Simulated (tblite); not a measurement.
Compound: C8H4ClO (doublet state).
SMILES: `c1(Cl)[c]oc2ccccc21`

Method: GFN2-xTB as coded in tblite; computed harmonic values from a numerical Hessian at the method's own geometry, unscaled. Errors from tens to a few hundred cm⁻¹ against measured bands are possible. Open shells enter through the occupations alone, without spin polarisation, and single modes of such species can be off by tens of per cent.

Harmonic wavenumbers (cm⁻¹): 120.6, 163.1, 202.9, 305.3, 321.2, 415.8, 418.8, 450.9, 523.5, 525.2, 626.1, 659.7, 756.5, 773.5, 837.1, 867.9, 902.6, 921.1, 966.2, 1054.6, 1103.2, 1154.1, 1166.4, 1189.9, 1238.7, 1255.8, 1345.6, 1395.4, 1466.2, 1508.9, 1579.6, 1598.6, 3087.3, 3097.2, 3108.1, 3113.2.

A = 2425, B = 937.5, C = 676.2 MHz; mass 150.995 u (most abundant isotopes); point group Cs, symmetry number 1; spin multiplicity 2.

Question: What is the zero-point energy?

Answer: Half the sum of the wavenumbers: 20110 cm⁻¹ = 240.58 kJ/mol.

Question: Give the ideal-gas entropy at 273.15 K and 1 bar in the rigid-rotor, harmonic-oscillator model (classical rotation).

Answer: Translation 169.61, rotation 123.28, vibration 61.16, spin (R ln 2) 5.76: S = 359.8 J/(mol K).

Question: And Cp and H(273.15 K) − H(0)?

Answer: Cp = 122.19 J/(mol K), of which vibrations give 88.93 (their classical limit is 36 R = 299.3); H(273.15 K) − H(0) = 19.46 kJ/mol without the zero-point energy, 10.38 from vibrations.

Question: What must be added to the electronic energy to get the Gibbs energy at 273.15 K and 1 bar?

Answer: ZPE + [H(273.15 K) − H(0)] − T·S = 240.58 + 19.46 − 98.28 = 161.76 kJ/mol.

Question: Blend soft modes into free rotors: weight 1/[1 + (100 cm⁻¹/ν̃)⁴] for the oscillator and the rest for a rotor with moment μB/(μ + B), μ = h/(8π²ν), B = 10⁻⁴⁴ kg m². What vibrational entropy results?

Answer: 60.77 J/(mol K) in place of 61.16, which changes −T·S at 273.15 K by +0.11 kJ/mol.

Question: Which modes carry the vibrational entropy at 273.15 K?

Answer: 120.6 cm⁻¹: 12.23; 163.1 cm⁻¹: 9.83; 202.9 cm⁻¹: 8.15; 305.3 cm⁻¹: 5.21; 321.2 cm⁻¹: 4.87; 415.8 cm⁻¹: 3.28 J/(mol K); the other 30 give 17.60 together.

Hindered rotation and anharmonicity are outside this model.
